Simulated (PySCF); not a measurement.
# Radial density of Mg (magnesium, neutral)

BP86, [Ne] 3s1 4s1, high-spin 3S determinant (an excited configuration). All numbers are calculated (PySCF 2.14, the non-relativistic Hamiltonian (point nucleus), in aug-cc-pVQZ with one added diffuse shell each of s, p, d, f, g type (8s7p5d4f3g, 109 functions)).

| r (bohr) | 4πr²ρ (e/bohr) | 4πr²(ρα − ρβ) |
| --- | --- | --- |
| 0.00224 | 0.06519 | 0.0001 |
| 0.00377 | 0.1779 | 0.0004 |
| 0.00633 | 0.4731 | 0.0009 |
| 0.0107 | 1.207 | 0.0024 |
| 0.0179 | 2.870 | 0.0057 |
| 0.0301 | 6.066 | 0.0119 |
| 0.0507 | 10.55 | 0.0194 |
| 0.0853 | 13.33 | 0.0189 |
| 0.143 | 10.60 | 0.0016 |
| 0.241 | 7.311 | 0.0061 |
| 0.406 | 10.29 | 0.0661 |
| 0.683 | 9.337 | 0.0285 |
| 1.15 | 2.824 | 0.0571 |
| 1.93 | 0.5859 | 0.4065 |
| 3.25 | 0.2947 | 0.2933 |
| 5.46 | 0.1289 | 0.1289 |
| 9.19 | 0.1256 | 0.1256 |
| 15.5 | 0.008023 | 0.0080 |
| 26.0 | 1.125e-05 | 0.0000 |

The outer electron is Rydberg-like, and this basis confines it to a smaller radius and binds it less than a complete one would.
